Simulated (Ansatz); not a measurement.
As₃⁺. The state is a quintet with charge 1. Geometry r2SCAN-D4/def2-TZVP; atoms count from 1.

```xyz
3

As    1.347   -0.591    0.505
As   -0.726   -0.270   -1.353
As   -0.621    0.861    0.848
```

At PBE0-D4/def2-TZVP a singlet of charge 1 lies 3.41 eV below the quintet, each at its own geometry. The structure comes from a short search, and lower isomers may exist.

(1) Estimate the Mulliken populations from the PBE0/def2-TZVP orbitals of Ansatz.

(2) Where does the spin sit?

(3) And the Mayer bond orders between heavy atoms (over 0.3)?

## Answers

(1) 
```tsv
atom	charge (e)	spin (α − β)
As1	0.36	1.44
As2	0.37	1.45
As3	0.27	1.10
```
Mulliken values depend strongly on the basis.

(2) Summed by element: As 4.00, of 4 unpaired in all. Largest on single atoms: As2 1.45, As1 1.44, As3 1.10.

(3) As1–As2 0.68 (2.80 Å); As1–As3 1.03 (2.47 Å); As2–As3 1.02 (2.48 Å).
